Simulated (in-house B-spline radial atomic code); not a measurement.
**RPA and G0W0 on wB97X: Rb4+**

Configuration [Ar] 3d10 4s2 4p3, highest spin, mean-field start wB97X. Computed with a B-spline radial code for spherical atoms: all electrons, scalar-relativistic (spin-free one-electron X2C), finite nucleus, each spin shell either full or empty, empty states to l = 9 with an (l + 1/2)⁻⁴ tail; G0W0 by contour deformation at full frequency.

Command:
```bash
python run_gw.py task.json out
```
Settings (radii: box in bohr, nucleus in fm):
```
Z                        37
electrons                33
configuration            [Ar] 3d10 4s2 4p3
hamiltonian              x2c
method                   wb97x
lmax                     9
rms_radius               4.2036
spin_polarised           True
box_radius               11.96
intervals                68
```

Run time, properties included: 6.6 s on 1 thread of Arm Neoverse N1, on a shared host.

Energies (hartree):

```
                                     term        value
                         mean-field total  -2976.60169
Hartree-Fock functional on these orbitals  -2974.76812
                      direct second order      -2.7049
                    second-order exchange      0.79144
                         SOSEX correction      0.73948
```

What is the RPA correlation energy, and what remains with SOSEX?

RPA gives -2.4039 hartree (-1.98 eV per electron); RPA + SOSEX gives -1.6645, and the second-order doubles -1.9135 hartree (no singles). RPA lacks exchange-type terms and so overcorrelates at short range.

Quasi-particle levels (eV):

| level | occupied | mean field | Σx - vxc | Σc | QP weight | G0W0 |
| --- | --- | --- | --- | --- | --- | --- |
| 4p up | yes | -66.52 | -2.57 | ? | ? | ? |
| 4s down | yes | -80.80 | 0.52 | -2.61 | 0.965 | -82.89 |
| 4p down | no | -54.39 | 4.83 | -2.53 | 0.965 | -52.09 |

G0W0 = mean field + (Σx - vxc) + Σc, with Σc (partial-wave tail included) taken at the quasi-particle energy. Only the outer levels were computed. Levels of low weight are left out.

Where does G0W0 put 4p up?

At -69.66 eV, with Σc = -0.57 eV and a quasi-particle weight of 0.965. The tabulated removal energy is 68.44 ± 0.15 eV (NIST, tabulated theory); the calculation leaves out spin-orbit coupling, Breit and QED terms, and what these don't explain is the method's own error.
